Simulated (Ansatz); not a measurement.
Molecule: C4H9O (charge 0, doublet). It need not be the lowest isomer of its formula. SMILES: C[C](C)CO
Geometry from a B3LYP-D3(BJ)/def2-TZVP (Ansatz, an electronic-structure program) optimisation:
```xyz
14

C     -1.6952    -0.8016    -0.3314
C     -0.4756     0.0081    -0.0631
C     -0.4707     1.4530    -0.4183
C      0.8195    -0.7054     0.0899
O      1.7387     0.0865     0.8451
H     -2.6006    -0.2652    -0.0361
H     -1.6756    -1.7579     0.1962
H     -1.8097    -1.0309    -1.4038
H     -0.3892     1.5972    -1.5089
H      0.3693     1.9722     0.0409
H     -1.3992     1.9400    -0.1102
H      0.6523    -1.6753     0.5763
H      1.2530    -0.9198    -0.9066
H      2.6219    -0.2772     0.7284
```
Charge 0, spin multiplicity 2.

Atomisation energy built up term by term with Ansatz (kcal/mol; UHF references for open shells; valence terms freeze the core; atomic spin-orbit terms are left out). Basis-set limits of correlation are two-point, X^-3; Hartree-Fock from the larger set.

```tsv
term	basis	kcal/mol
Hartree-Fock	cc-pVQZ	___
CCSD correlation	CBS(cc-pVTZ,cc-pVQZ)	___
(T)	CBS(cc-pVTZ,cc-pVQZ)	17.92
core correlation	cc-pwCVTZ	4.82
scalar relativity (X2C)	cc-pVTZ-DK against cc-pVTZ	-1.02
sum: De		___
```

Question: Some entries are withheld; supply them.

Answer: 
- Hartree-Fock, kcal/mol: 964.50
- CCSD correlation, kcal/mol: 310.95
- sum: De, kcal/mol: 1297.2
